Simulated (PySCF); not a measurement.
Gas-phase reaction: ZrCl4.H2O = ZrCl4 + H2 + O

Energies from PySCF, thermal terms from the rigid-rotor harmonic-oscillator model, ideal gas at 1 bar. † marks an energy on the PBE0/def2-TZVP geometry and frequencies; other levels use their own. MP2 and CCSD(T) freeze the core. Open shells (unrestricted): O (multiplicity 3, electronic degeneracy 9); the rest are closed-shell singlets. Spin-orbit splitting is ignored; it lowers the true energy and changes the entropy of O. B3LYP is the form with VWN-RPA correlation. Zr: scalar-relativistic def2 core potential, no spin-orbit coupling. Adducts (ZrCl4.H2O) have no counterpoise correction, and HF, PBE, BLYP, B3LYP and PBE0 lack dispersion. ZrCl4.H2O: computed as isolated molecules; such fragments, hydroxides, amides, oligomers or adducts are transient or little studied in the gas. MP2 isn't extrapolated to the basis-set limit; its ΔH°(298 K) is 548.5 kJ in def2-SVP and 572.0 kJ in def2-TZVPP. CCSD(T) isn't extrapolated to the basis-set limit. The harmonic model lacks anharmonicity and excited electronic states, which grow with temperature; levels with a mode under 35 cm⁻¹ are left out. Soft modes under 120 cm⁻¹ make the harmonic entropy rough for ZrCl4.H2O, ZrCl4.

ΔH° and ΔS° at 298 K: B3LYP/def2-TZVP† 513 kJ, 218 J/K; BLYP/def2-TZVP† 513 kJ, 218 J/K; CCSD(T)/def2-SVP† 515 kJ, 218 J/K; MP2/def2-SVP† 549 kJ, 218 J/K; PBE/def2-SVP 580 kJ, 220 J/K; PBE0/def2-QZVP† 539 kJ, 218 J/K.

Task: With the heat capacities included, give log10 K (1 bar) at 500, 600, 800, 1000, 2500 K from B3LYP/def2-TZVP†, BLYP/def2-TZVP†, CCSD(T)/def2-SVP†, MP2/def2-SVP†, PBE/def2-SVP, PBE0/def2-QZVP†.

Result: 
```
T (K)  B3LYP/def2-TZVP†  BLYP/def2-TZVP†  CCSD(T)/def2-SVP†  MP2/def2-SVP†  PBE/def2-SVP  PBE0/def2-QZVP†
-----  ----------------  ---------------  -----------------  -------------  ------------  ---------------
500               -42.2            -42.2              -42.4          -45.9         -49.0            -44.8
600               -33.2            -33.3              -33.4          -36.3         -38.9            -35.5
800               -22.0            -22.1              -22.2          -24.4         -26.3            -23.7
1000              -15.3            -15.4              -15.5          -17.2         -18.7            -16.7
2500                0.5              0.5                0.5           -0.2          -0.7              0.0
```
